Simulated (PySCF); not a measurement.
Working out the ionisation energy of V

V [Ar] 3d3 4s2 (4F) → V+ [Ar] 3d4 (5D). All numbers are calculated (PySCF 2.14, the non-relativistic Hamiltonian (point nucleus), in def2-QZVPPD (11s6p5d3f2g, 93 functions)). Frozen: [Ne]. Energies in hartree (1 hartree = 27.21139 eV):

| part | V (lower) | V+ (upper) |
| --- | --- | --- |
| UHF | -942.892566 | -942.674929 |
| CCSD correlation | -0.385252 | -0.366158 |
| (T) | -0.012522 | -0.009237 |

Task: What does Hartree-Fock give?

Result: (-942.674929) − (-942.892566) = 0.217637 hartree = 5.922 eV.

Task: What do CCSD and CCSD(T) give?

Result: The CCSD correlation energies differ by 0.019094 hartree = 0.520 eV and the triples by 0.003285 hartree = 0.089 eV, so CCSD gives 6.442 eV and CCSD(T) 6.531 eV.

Measured between the centres of the two terms (NIST): 6.732 eV, so CCSD(T) (valence and next inner shell) is off by -0.201 eV.

The calculation is non-relativistic.

What remains against the reference includes basis incompleteness, the frozen core and higher excitations.
